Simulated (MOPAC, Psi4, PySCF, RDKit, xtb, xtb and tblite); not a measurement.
Two geometries of SMILES c1([SiH2]N)ccccc1 (C6H9NSi), relaxed at GFN2-xTB with one dihedral held; other torsions can differ between them too.

Structure A

```
17

N      2.8164    -0.9640    -0.4597
Si     1.9389     0.4957    -0.6929
C      0.6086     0.5195     0.6439
C     -0.0323    -0.6494     1.0424
C     -1.0199    -0.6338     2.0107
C     -1.3920     0.5625     2.6005
C     -0.7711     1.7376     2.2126
C      0.2164     1.7108     1.2441
H      2.7922    -1.4519     0.4188
H      3.6719    -1.1416    -0.9552
H      1.3576     0.4469    -2.0398
H      2.7566     1.7129    -0.5551
H      0.2471    -1.5872     0.5831
H     -1.5031    -1.5548     2.3061
H     -2.1631     0.5790     3.3574
H     -1.0581     2.6757     2.6669
H      0.6949     2.6340     0.9480
```

Structure B

```
17

N      2.7489    -1.0169    -0.5266
Si     1.9719     0.5154    -0.6528
C      0.3007     0.3230     0.1989
C     -0.3453    -0.9076     0.2604
C     -1.5812    -1.0402     0.8674
C     -2.2012     0.0654     1.4245
C     -1.5770     1.3001     1.3680
C     -0.3404     1.4219     0.7604
H      2.6704    -1.5418     0.3293
H      3.6654    -1.1358    -0.9245
H      1.8369     0.7706    -2.0899
H      2.6831     1.6390    -0.0161
H      0.1302    -1.7738    -0.1771
H     -2.0645    -2.0067     0.9057
H     -3.1668    -0.0342     1.8995
H     -2.0563     2.1680     1.7991
H      0.1395     2.3901     0.7213
```

Problem. Which is lower in energy at the level B3LYP-D3(BJ)/def2-SVP // GFN2-xTB (Psi4), and by how much?

Solution. B is lower, by 3.62 kJ/mol (dihedral H9–N1–Si2–C3: -20° in A, -40° in B).

E(B) − E(A) in kJ/mol at the other levels, on the same two geometries: GFN2-xTB (xtb and tblite) -1.87; MMFF94 // GFN2-xTB (RDKit) -4.18; B3LYP/def2-SVP // GFN2-xTB (Psi4) -3.66; PBE/def2-SVP // GFN2-xTB (Psi4) -4.22; PBE-D3(BJ)/def2-SVP // GFN2-xTB (Psi4) -4.19; UFF // GFN2-xTB (RDKit) -7.62; PM3, restricted, heats of formation // GFN2-xTB (MOPAC) -3.65; PM7, restricted, heats of formation // GFN2-xTB (MOPAC) -2.18; GFN1-xTB // GFN2-xTB (xtb) 0.81; restricted B3LYP/6-31G*, spherical d, density fitting // GFN2-xTB (PySCF) -3.20; restricted Hartree-Fock/STO-3G // GFN2-xTB (PySCF) -3.55; restricted LDA (SVWN5)/6-31G*, spherical d, density fitting // GFN2-xTB (PySCF) -3.70.
